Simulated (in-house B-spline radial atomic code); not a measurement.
The numbers below are computed, except where a source is named.
**Softness against transferability: the 5s channel of Zr**

Zr, [Kr] 4d2 5s2, non-relativistic LDA (VWN5), spherical and spin-unpolarised, from an all-electron radial atomic-structure program (B-spline basis) (atomic units). The all-electron 5s level is ε = -0.162391 hartree, its outermost node lies just inside 1.51 bohr and its outer maximum at 3.21 bohr.

Troullier-Martins pseudo-orbitals are made for several radii. The cutoffs (hartree) are the plane-wave energies beyond which the orbital holds less than the named kinetic energy per electron. The phase error is the difference, pseudo minus all-electron, of arctan(R P'/P) at R = 3.9 bohr for all radii, half a hartree below and above the level.

```csv
r_c (bohr),V_l(0) (hartree),cutoff for 10 mEh,for 1 mEh,for 0.1 mEh,phase error at ε − 0.5 (mrad),at ε + 0.5 (mrad)
2.41,-1.75,3.92,6.48,18.7,-2.1,-79.6
2.8,0.54,1.22,3.92,8.32,-1.4,-17.1
3.21,0.91,1.28,3.48,5.78,-1.3,-13.9
3.6,0.56,1.16,2.98,5.25,-1.9,-23.1
```

**Question.** Which radius needs the lowest cutoff for 0.1 mEh while both phase errors stay within 23.2 mrad?

**Answer.** The radii within that limit are 2.8, 3.21, 3.6 bohr; of these r_c = 3.6 needs the least, 5.25 hartree, that is 10.5 Ry or 143 eV.

**Question.** What does the larger radius buy, and what does it cost?

**Answer.** From r_c = 2.41 to 3.6 bohr the cutoff for 1 mEh goes from 6.48 to 2.98 hartree, a factor of 2.17, against 2.23 for a pure 1/r_c² scaling, end to end; step by step it is 6.48, 3.92, 3.48, 2.98, and for 0.1 mEh 18.7, 8.32, 5.78, 5.25; the number of plane waves goes as the cutoff to the power 3/2, here a factor of 3.2. The larger of the two phase errors is least at r_c = 3.21 bohr, 13.9 mrad; it is 79.6 at the smallest radius and 23.1 at the largest. These errors test the reference atom alone. The smallest radius lies well inside the outer maximum, where the nodeless form must bend sharply to keep the norm, so it is both harder and scatters less well than the next. Large radii also let the cores of neighbours overlap, which an atom doesn't show.
